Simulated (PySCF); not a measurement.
Screening by computed properties: pick the candidate that meets the target.

All species are isolated and taken at one optimised geometry, non-relativistic unless stated; the electronic structure was computed with PySCF and density fitting.

Dipoles, sizes and rotational constants follow the conformer. The torsions of the flexible species, by atom-mapped SMILES:
- `[CH2:1]=[CH:2][O:3][SiH2:4]/[CH:5]=[CH:6]/[C:7]#[N:8]`: C1–C2–O3–Si4 180°, C2–O3–Si4–C5 180°, O3–Si4–C5–C6 0°
- `[NH2:1][CH2:2]/[CH:3]=[CH:4]/[CH:5]([F:6])[F:7]`: N1–C2–C3–C4 120°, C3–C4–C5–F6 123°, H–N1–C2–C3 59°, H–N1–C2–C3 -60°
- `[O:1]=[C:2]([Cl:3])/[C:4]([SiH3:5])=[CH:6]\[Cl:7]`: O1–C2–C4–Si5 -174°
- `[CH3:1]/[C:2]([F:3])=[P:4]/[c:5]1[cH:6][cH:7][s:8][cH:9]1`: C2–P4–C5–C6 -143°
- `[CH3:1][CH2:2][CH2:3][CH2:4][F:5]`: C1–C2–C3–C4 180°, C2–C3–C4–F5 -66°
- `[CH3:1][CH2:2][C@H:3]([CH3:4])[F:5]`: C1–C2–C3–C4 -177°
- `[CH2:1]=[CH:2]/[CH:3]=[CH:4]/[CH:5]([F:6])[F:7]`: C1–C2–C3–C4 180°, C3–C4–C5–F6 -125°

**Question.** Wanted: lowest triplet excitation (Tamm–Dancoff) above 8 eV (TDA CAM-B3LYP/def2-SVPD) and lowest singlet excitation above 6.6 eV (TDDFT CAM-B3LYP/def2-SVPD), at GFN2-xTB geometries. Which candidate meets both?
A. `CCCCF`
B. `O=C(Cl)/C([SiH3])=C\Cl`
C. `C=CO[SiH2]/C=C/C#N`
D. `C[C@@H]1[C@H](F)C[P@H]1=O`
E. `NC/C=C/C(F)F`
F. `C/C(F)=P/C1=CSC=C1`
G. `Fc1cc(F)c(F)cc1F`

**Answer.** A. Computed values:
| species | lowest triplet excitation (Tamm–Dancoff) | lowest singlet excitation |
| --- | --- | --- |
| C/C(F)=P/C1=CSC=C1 | 2.53 eV | 4.55 eV |
| O=C(Cl)/C([SiH3])=C\Cl | 3.36 eV | 4.16 eV |
| C=CO[SiH2]/C=C/C#N | 3.60 eV | 5.62 eV |
| Fc1cc(F)c(F)cc1F | 4.09 eV | 5.28 eV |
| NC/C=C/C(F)F | 4.42 eV | 6.13 eV |
| C[C@@H]1[C@H](F)C[P@H]1=O | 6.75 eV | 7.03 eV |
| CCCCF | 8.68 eV | 8.90 eV |

**Question.** Wanted: electronic spatial extent ⟨r²⟩ about the centre of nuclear charge between 550 bohr² and 1000 bohr² (CAM-B3LYP/def2-SVPD) and smallest rotational constant below 2 GHz (GFN2-xTB), at GFN2-xTB geometries. Which candidate meets both?
A. `NC/C=C/C(F)F` (C4H7F2N)
B. `C=CO[SiH2]/C=C/C#N` (C5H7NOSi)
C. `COC` (C2H6O)
D. `[P@@H]1(=O)C[C@H]([C@H]1C)F` (C4H8FOP)
E. `O=C(Cl)/C([SiH3])=C\Cl` (C3H4Cl2OSi)
F. `CC[C@H](C)F` (C4H9F)
G. `CCCCF` (C4H9F)

**Answer.** D. Computed values:
```
                              species  electronic spatial extent ⟨r²⟩ about the centre of nuclear charge  smallest rotational constant
                          COC (C2H6O)                                                          188 bohr²                     8.947 GHz
                  CC[C@H](C)F (C4H9F)                                                          506 bohr²                     2.698 GHz
                        CCCCF (C4H9F)                                                          587 bohr²                     2.169 GHz
[P@@H]1(=O)C[C@H]([C@H]1C)F (C4H8FOP)                                                          889 bohr²                     1.388 GHz
               NC/C=C/C(F)F (C4H7F2N)                                                         1065 bohr²                     1.071 GHz
  O=C(Cl)/C([SiH3])=C\Cl (C3H4Cl2OSi)                                                         1470 bohr²                     0.704 GHz
        C=CO[SiH2]/C=C/C#N (C5H7NOSi)                                                         1720 bohr²                     0.618 GHz
```

**Question.** Wanted: HOMO–LUMO gap above 10 eV (CAM-B3LYP/def2-SVPD) and dipole moment below 3 D (CAM-B3LYP/def2-SVPD), at GFN2-xTB geometries. Which candidate meets both?
A. `C[C@@H]1[C@H](F)C[P@H]1=O`
B. `Fc1cc(c(F)cc1F)F`
C. `CCCCF`
D. `P(=C(/F)C)/c1cscc1`
E. `C=C/C=C/C(F)F`
F. `NC/C=C/C(F)F`
G. `C(/C#N)=C\[SiH2]OC=C`

**Answer.** C. Computed values:
```
                  species  HOMO–LUMO gap  dipole moment
       P(=C(/F)C)/c1cscc1        7.21 eV         0.75 D
     C(/C#N)=C\[SiH2]OC=C        7.80 eV         4.71 D
            C=C/C=C/C(F)F        8.23 eV         2.54 D
         Fc1cc(c(F)cc1F)F        8.63 eV         0.00 D
             NC/C=C/C(F)F        9.29 eV         1.55 D
C[C@@H]1[C@H](F)C[P@H]1=O       10.24 eV         3.17 D
                    CCCCF       11.95 eV         1.85 D
```

**Question.** Wanted: static isotropic polarisability between 70 au and 100 au (CAM-B3LYP/def2-SVPD) and HOMO energy above -8.8 eV (CAM-B3LYP/def2-SVPD), at GFN2-xTB geometries. Which candidate meets both?
A. `CCCCF`
B. `Fc1cc(F)c(F)cc1F`
C. `[C@@H]1(F)C[P@@H](=O)[C@@H]1C`
D. `[SiH2](OC=C)/C=C/C#N`
E. `C/C(F)=P/c1ccsc1`

**Answer.** D. Computed values:
```
                      species  static isotropic polarisability  HOMO energy
                        CCCCF                          51.6 au    -10.52 eV
             Fc1cc(F)c(F)cc1F                          68.6 au     -8.86 eV
[C@@H]1(F)C[P@@H](=O)[C@@H]1C                          70.7 au     -9.26 eV
         [SiH2](OC=C)/C=C/C#N                          95.6 au     -8.67 eV
             C/C(F)=P/c1ccsc1                         116.7 au     -7.69 eV
```
